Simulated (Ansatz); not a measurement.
Abridged output of a molecular run in Ansatz:

```
Functional definition: HF
1614 factors; integrals over basis functions are off by at most 1.4e-3 eV
mean field evaluation 1: about -29151.2743 eV, gradient 4.9e1 eV
mean field evaluation 2: about -29151.4508 eV, gradient 4.9e1 eV
mean field evaluation 4: about -29157.0271 eV, gradient 4.8e0 eV
mean field evaluation 8: about -29157.1248 eV, gradient 1.4e-1 eV
mean field -29157.12489180 eV, -1071.5045763644 hartree, gradient 1.8e-6 eV, S^2 0.000000; 0 other end points of the search recorded, 0 dependent functions left out
14 core orbitals not correlated: weight in the atoms' cores, before any rotation towards them, 1.000 or more for the frozen orbitals, at most 0.000 for the correlated occupied ones
reference -29157.12489180 eV, -1071.5045763644 hartree; 26, 26 occupied and 123, 123 virtual orbitals, 1614 factors
second order -31.80142161 eV of doubles, -0.00000000 eV of singles
cycle   1  -32.27970041 eV  change   -4.8e-1 eV  update   1.8e-1
cycle   2  -33.16946720 eV  change   -8.9e-1 eV  update   7.2e-2
cycle   3  -33.49152255 eV  change   -3.2e-1 eV  update   3.7e-2
cycle   4  -33.48958835 eV  change    1.9e-3 eV  update   9.9e-3
cycle   5  -33.47928760 eV  change    1.0e-2 eV  update   3.9e-3
cycle   6  -33.47954343 eV  change   -2.6e-4 eV  update   1.3e-3
cycle   7  -33.47904243 eV  change    5.0e-4 eV  update   4.8e-4
cycle   8  -33.47887303 eV  change    1.7e-4 eV  update   1.6e-4
cycle   9  -33.47898446 eV  change   -1.1e-4 eV  update   6.2e-5
cycle  10  -33.47900225 eV  change   -1.8e-5 eV  update   2.3e-5
perturbative correction -1.10629591 eV, -0.0406556248 hartree
Total energy: -29191.71018996 eV, -1072.7755626290 hartree
```

Its atoms:

Cartesian coordinates in Å:
```
C -2.550 -1.582 -0.339
O -1.424 -0.817 -0.633
Zr 0.104 0.289 -0.811
S -0.572 2.534 -1.593
S 1.498 -0.872 -2.483
O 1.098 0.552 0.786
C 1.786 0.523 1.996
H -2.657 -2.385 -1.074
H -3.448 -0.958 -0.369
H -2.463 -2.028 0.657
H 0.247 3.119 -0.699
H 2.455 0.073 -2.415
H 2.726 -0.026 1.885
H 2.014 1.543 2.321
H 1.186 0.037 2.771
```

(1) Which basis set was used?
A. cc-pV(Q+d)Z
B. def2-TZVPP
C. def2-SVPD
D. def2-SVP

(2) Write the keys of the input that set method, charge and spin (a neutral closed shell needs none for the last two).

Results:

(1) D. It gives 163 functions.

(2) 
```yaml
correlation: {method: ccsd_t}
```
